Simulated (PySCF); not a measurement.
Si(Br)(Me)(OH)2 (CH₅BrO₂Si), SMILES Br[Si](C)(O)O.

Geometry: B3LYP-D3(BJ)/def2-SVP. One conformer was computed; it need not be the lowest.

Vertical ionisation energy (IE) and electron affinity (EA) in eV. Rows of orbital energies are one-electron estimates. Where ΔSCF, EOM or ADC give a negative EA the extra electron is unbound and the value depends on the basis.

| level | IE | EA |
|---|---|---|
| −ε(HOMO), −ε(LUMO), HF/def2-TZVP (PySCF) | 11.44 | -3.33 |
| −ε(HOMO), −ε(LUMO), PBE/def2-TZVP (PySCF) | 7.06 | 0.39 |
